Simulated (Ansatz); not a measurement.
FH$_{2}$IOSi, SMILES `O[SiH](F)I`. Total charge 0; spin multiplicity 1. Correlated methods include outer-core shells of I, which these sets cover unevenly. I takes the def2 core potential.

Z-matrix (Å, degrees):
```
Si
F 1 1.588
I 1 2.429 2 106.5
O 1 1.620 2 111.1 3 121.3
H 1 1.468 2 108.7 3 -120.2
H 4 0.959 1 119.6 2 -76.3
```

Q: Give the diagnostics of a CCSD(T)/def2-TZVPP run (frozen core, Ansatz). (An estimate is asked.)

A: Ansatz gave: T1 = 0.0101, largest single amplitude 0.014, largest double 0.036, (T) share of the correlation energy 2.7 %, 9 CCSD cycles. The RHF solution is stable towards an unrestricted one. T1 lies under the customary mark of 0.02 for closed shells.
